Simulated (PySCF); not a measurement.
## How methods differ on the excitation energy of He⁺

He⁺ 1s1 (2S) → He⁺ 2p1 (2P), as a difference of total energies. Computed with PySCF 2.14 in dyall-av2z (7s2p, 13 functions), with the non-relativistic Hamiltonian (point nucleus). The calculations carry no spin-orbit coupling.

| method | excitation energy (eV) | error (eV) |
| --- | --- | --- |
| UHF | 42.530 | +1.716 |
| LDA | 40.740 | -0.074 |
| PBE | 41.478 | +0.664 |
| PBE0 | 41.729 | +0.915 |
| r2SCAN | 41.849 | +1.035 |
| r2SCAN0 | 42.018 | +1.204 |
| BHandHLYP | 41.994 | +1.180 |
| TPSS | 41.639 | +0.825 |
| HSE06 | 41.745 | +0.931 |
| ROHF | 42.530 | +1.716 |

Reference: 40.814 eV (measured; NIST levels, between the centres of gravity of the two terms).

The promoted electron is Rydberg-like, and one or two diffuse shells describe it only roughly, which tends to raise the upper state.
